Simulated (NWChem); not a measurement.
System: Ag₂; SMILES [Ag][Ag]

Here is an NWChem input.

```
start job
memory heap 200 mb stack 900 mb global 1100 mb
geometry units angstroms noautosym nocenter noautoz
  Ag     0.000000     0.000000    -1.289324
  Ag     0.000000     0.000000     1.289324
end
basis spherical
  * library def2-svp
end
ecp
  Ag library def2-ecp
end
dft
  xc slater vwn_5
  iterations 150
  vectors input atomic output neutral.movecs
end
task dft energy
charge 1
dft
  odft
  mult 2
  vectors input atomic output cation.movecs
end
task dft energy
```

NWChem printed, in part:

```
             Northwest Computational Chemistry Package (NWChem) 7.3.0
             --------------------------------------------------------

                             Geometry "geometry" -> ""
                             -------------------------

 Output coordinates in angstroms (scale by  1.889725989 to convert to a.u.)

  No.       Tag          Charge          X              Y              Z
 ---- ---------------- ---------- -------------- -------------- --------------
    1 Ag                  47.0000     0.00000000     0.00000000    -1.28932400
    2 Ag                  47.0000     0.00000000     0.00000000     1.28932400

 Effective nuclear repulsion energy (a.u.)     453.3199347256

                                 NWChem DFT Module
                                 -----------------

 Summary of "ao basis" -> "ao basis" (spherical)
 ------------------------------------------------------------------------------
       Tag                 Description            Shells   Functions and Types
 ---------------- ------------------------------  ------  ---------------------
 Ag                         def2-svp                11       31   5s3p2d1f

            General Information
            -------------------
          SCF calculation type: DFT
          Wavefunction type:  closed shell.
          No. of atoms     :     2
          No. of electrons :    38
           Alpha electrons :    19
            Beta electrons :    19
          Charge           :     0
          Spin multiplicity:     1
          Use of symmetry is: off; symmetry adaption is: off
          Maximum number of iterations: 150
          AO basis - number of functions:    62
                     number of shells:    22
          Convergence on energy requested:  1.00D-06
          Convergence on density requested:  1.00D-05
          Convergence on gradient requested:  5.00D-04

              XC Information
              --------------
                        Slater Exchange Functional  1.000 local
                      VWN V Correlation Functional  1.000 local

             Grid Information
             ----------------
          Grid used for XC integration:  medium
          Radial quadrature: Mura-Knowles
          Angular quadrature: Lebedev.
          Tag              B.-S. Rad. Rad. Pts. Rad. Cut. Ang. Pts.
          ---              ---------- --------- --------- ---------
          Ag                  1.60      123          12.0       590
          Grid pruning is: on
          Number of quadrature shells:   246
          Spatial weights used:  Erf1

      Superposition of Atomic Density Guess
      -------------------------------------

 Sum of atomic energies:        -335.31307999

      Non-variational initial energy
      ------------------------------

 Total energy =    -291.549231
 1-e energy   =    -664.872440
 2-e energy   =     299.240594
 HOMO         =      -0.415571
 LUMO         =      -0.151468

   convergence    iter        energy       DeltaE   RMS-Dens  Diis-err
 ---------------- ----- ----------------- --------- --------- ---------
 d= 0,ls=0.0,diis     1   -293.2488984439 -3.67D+02  5.84D-02  1.17D+00
 d= 0,ls=0.5,diis     2   -291.8832418931  1.37D+00  1.61D-02  1.31D+01
 d= 0,ls=0.5,diis     3   -292.7990216143 -9.16D-01  1.23D-02  3.81D+00
 d= 0,ls=0.5,diis     4   -293.1574060706 -3.58D-01  8.02D-03  1.06D+00
 d= 0,ls=0.5,diis     5   -293.2773294476 -1.20D-01  5.74D-03  4.51D-01
 d= 0,ls=0.5,diis     6   -293.3316365218 -5.43D-02  4.41D-03  2.74D-01
  Resetting Diis
 d= 0,ls=0.5,diis     7   -293.3622799679 -3.06D-02  3.42D-03  2.05D-01
 d= 0,ls=0.5,diis     8   -293.3818839760 -1.96D-02  7.66D-03  1.62D-01
 d= 0,ls=0.5,diis     9   -293.4075827075 -2.57D-02  4.01D-03  8.47D-02
 d= 0,ls=0.5,diis    10   -293.4199543466 -1.24D-02  2.44D-03  2.46D-02
 d= 0,ls=0.5,diis    11   -293.4258904042 -5.94D-03  1.63D-03  4.93D-03
 d= 0,ls=0.5,diis    12   -293.4282381366 -2.35D-03  1.16D-03  2.89D-03
 d= 0,ls=0.5,diis    13   -293.4294813651 -1.24D-03  8.73D-04  2.75D-03
 d= 0,ls=0.5,diis    14   -293.4303533643 -8.72D-04  6.72D-04  1.91D-03
 d= 0,ls=0.5,diis    15   -293.4309267684 -5.73D-04  5.34D-04  1.20D-03
 d= 0,ls=0.5,diis    16   -293.4312947345 -3.68D-04  4.25D-04  7.40D-04
 d= 0,ls=0.5,diis    17   -293.4315337132 -2.39D-04  3.43D-04  4.03D-04
 d= 0,ls=0.5,diis    18   -293.4316807782 -1.47D-04  2.77D-04  2.38D-04
 d= 0,ls=0.5,diis    19   -293.4317727355 -9.20D-05  2.23D-04  1.47D-04
 d= 0,ls=0.5,diis    20   -293.4318311663 -5.84D-05  1.79D-04  9.13D-05
 d= 0,ls=0.5,diis    21   -293.4318682584 -3.71D-05  1.43D-04  5.70D-05
 d= 0,ls=0.5,diis    22   -293.4318917404 -2.35D-05  1.14D-04  3.62D-05
 d= 0,ls=0.5,diis    23   -293.4319067464 -1.50D-05  9.16D-05  2.27D-05
 d= 0,ls=0.5,diis    24   -293.4319162829 -9.54D-06  7.32D-05  1.43D-05
 d= 0,ls=0.5,diis    25   -293.4319223599 -6.08D-06  5.86D-05  9.08D-06
 d= 0,ls=0.5,diis    26   -293.4319262345 -3.87D-06  4.68D-05  5.75D-06
 d= 0,ls=0.5,diis    27   -293.4319287080 -2.47D-06  3.75D-05  3.62D-06
 d= 0,ls=0.5,diis    28   -293.4319302834 -1.58D-06  3.00D-05  2.29D-06
 d= 0,ls=0.5,diis    29   -293.4319312849 -1.00D-06  2.39D-05  1.48D-06
 d= 0,ls=0.5,diis    30   -293.4319319248 -6.40D-07  1.91D-05  9.46D-07
 d= 0,ls=0.5,diis    31   -293.4319323341 -4.09D-07  1.53D-05  6.01D-07
 d= 0,ls=0.5,diis    32   -293.4319325951 -2.61D-07  1.22D-05  3.83D-07
 d= 0,ls=0.5,diis    33   -293.4319327615 -1.66D-07  9.75D-06  2.45D-07

         Total DFT energy =     -293.431932867659
      One electron energy =     -669.647830191058
           Coulomb energy =      329.784934544800
    Exchange-Corr. energy =      -27.651652176560
 Nuclear repulsion energy =       74.082614955159

 Numeric. integr. density =       38.000000072484

                       DFT Final Molecular Orbital Analysis
                       ------------------------------------

[...]
```

Level: LDA (Slater exchange, VWN5)/def2-SVP with def2 effective core potentials on Ag, vertical spin-unrestricted ions. All runs use the structure optimised with PBE0/def2-SVP. def2 effective core potentials on Ag; no spin-orbit coupling.
